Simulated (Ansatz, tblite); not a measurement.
Cost and result up the ladder for the cluster MgTe2 (3 atoms). The state is a singlet with charge 0. Geometry: PBE-D4/def2-TZVP.

```xyz
3

Mg    1.353   -0.042   -0.412
Te   -1.038    0.723   -1.052
Te   -0.315   -0.680    1.465
```

Ansatz on 4 threads of Arm Neoverse V2 on a shared host; xTB runs through tblite on one thread. Times are rough, summed over both states, and most runs start from the orbitals of an earlier one. CCSD(T)/def2-TZVPP serves as the yardstick here, not as an exact answer. Differences are given only for rows in sets of like size (and for xTB, whose basis is part of the method), since another set adds its own error. The other state is a triplet at its own geometry.

In the def2 sets Te takes a core potential, while STO-3G treats all electrons; there is no spin–orbit coupling. The xTB rows come from tblite. B3LYP takes the VWN-RPA correlation. Correlated methods freeze 9 core orbitals; core or outer-core shells of Mg, Te are correlated, in sets that lack core-valence functions. The structure comes from a short search, and lower isomers may exist.

Correlated methods converge slowly with the basis.

xTB has no spin-polarisation term.

```
                          level  functions  wall time  triplet − singlet (eV)  difference from CCSD(T)/def2-TZVPP (eV)
                       GFN1-xTB         22    0.005 s                    0.56                                     0.43
                       GFN2-xTB         27    0.009 s                    1.15                                     1.02
                      HF/STO-3G         63      1.1 s                    0.77                                        –
              BLYP-D4/def2-TZVP        132      2.3 s                    0.09                                    -0.04
               PBE-D4/def2-TZVP        132      2.5 s                    0.04                                    -0.08
                   HF/def2-TZVP        132      2.6 s                   -0.41                                    -0.54
             B3LYP-D4/def2-TZVP        132      3.1 s                    0.08                                    -0.05
                  MP2/def2-TZVP        132      3.2 s                    0.12                                    -0.01
PBE0-D4/def2-TZVP (with forces)        132      3.7 s                    0.02                                    -0.11
             BHLYP-D4/def2-TZVP        132      4.1 s                    0.05                                    -0.08
              RPA@PBE/def2-TZVP        132      5.5 s                    0.03                                    -0.10
            r2SCAN-D4/def2-TZVP        132      5.6 s                   -0.02                                    -0.15
             PBE-QIDH/def2-TZVP        132      6.2 s                    0.07                                    -0.06
             CCSD(T)/def2-TZVPP        132       41 s                    0.13                                     0.00
```
